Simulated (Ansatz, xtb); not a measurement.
C3H4O3Sn: which of two conformers lies lower

We compare X, `[OH][Sn-]1[O]C=CC=[O+]1`, a singlet, with Y, `[OH][Sn-]1[O]C=CC=[O+]1`, a singlet. Both are isolated molecules in the gas phase, relaxed with PBE0-D4/def2-SVP.

X (Å):

```xyz
11

C     0.4032    1.0580    0.9589
C     0.4865    1.2360   -0.4250
C    -0.2859    0.5299   -1.3518
O     0.2181   -2.4500    0.4972
O    -0.3214    0.2416    1.5928
O    -1.1314   -0.3790   -1.1231
Sn   -1.4883   -1.4301    0.7731
H     0.1433   -3.3815    0.7325
H     1.0330    1.7180    1.5869
H     1.1697    1.9971   -0.8027
H    -0.1613    0.8028   -2.4179
```

Y (Å):

```csv
atom,x (Å),y (Å),z (Å)
C,-1.5696,-1.2589,0.1159
C,-0.1936,-1.4030,0.3269
C,0.5817,-0.5112,1.0768
O,-1.2741,2.4532,-0.2546
O,-2.3166,-0.3199,0.5030
O,0.2100,0.5583,1.6315
Sn,-1.7519,1.5950,1.4827
H,-2.0740,-2.0667,-0.4507
H,0.2959,-2.2885,-0.0797
H,1.6500,-0.7724,1.2128
H,-0.7997,1.9076,-0.8923
```

Question: Estimate E(Y) − E(X) at the level CCSD(T)/def2-SVP + ΔMP2/def2-TZVPP.

Answer: CCSD(T)/def2-SVP + ΔMP2/def2-TZVPP gives E(Y) − E(X) = −0.16 kcal/mol, slightly favouring structure Y, which is too small a margin to settle the true order.

Level by level:

```
                             level          geometry  E(Y) − E(X) (kcal/mol)  departure from the last row (kcal/mol)  job, with rough time for the two
                  PBE0-D4/def2-SVP  PBE0-D4/def2-SVP                     −0.98                                   −0.82             optimisation, 2.7 min
                       HF/def2-SVP  PBE0-D4/def2-SVP                     −1.19                                   −1.03           part of the CCSD(T) run
                      MP2/def2-SVP  PBE0-D4/def2-SVP                     −0.99                                   −0.83           part of the CCSD(T) run
                  CCSD(T)/def2-SVP  PBE0-D4/def2-SVP                     −0.80                                   −0.64                      single point
CCSD(T)/def2-SVP + ΔMP2/def2-TZVPP  PBE0-D4/def2-SVP                     −0.16                                                     single point, 4.1 min
```

The largest departure from CCSD(T)/def2-SVP + ΔMP2/def2-TZVPP is that of HF/def2-SVP, 1.03 kcal/mol. No reliable frequencies are at hand for Y, so it isn't confirmed as a minimum. Levels run at GFN2-xTB geometries aren't shown. The last row adds to CCSD(T) the change of the MP2 difference between the two basis sets, here +0.64 kcal/mol.

The correlated steps freeze 10 core orbitals; the filled d shell of Sn is correlated, in a basis made for valence electrons. Atoms past krypton carry core potentials in the def2 sets and no spin–orbit term is included. Programs: Ansatz 0.2.0, xtb 6.7.1; the last row on 2 threads of Arm Neoverse N1 on a shared host.
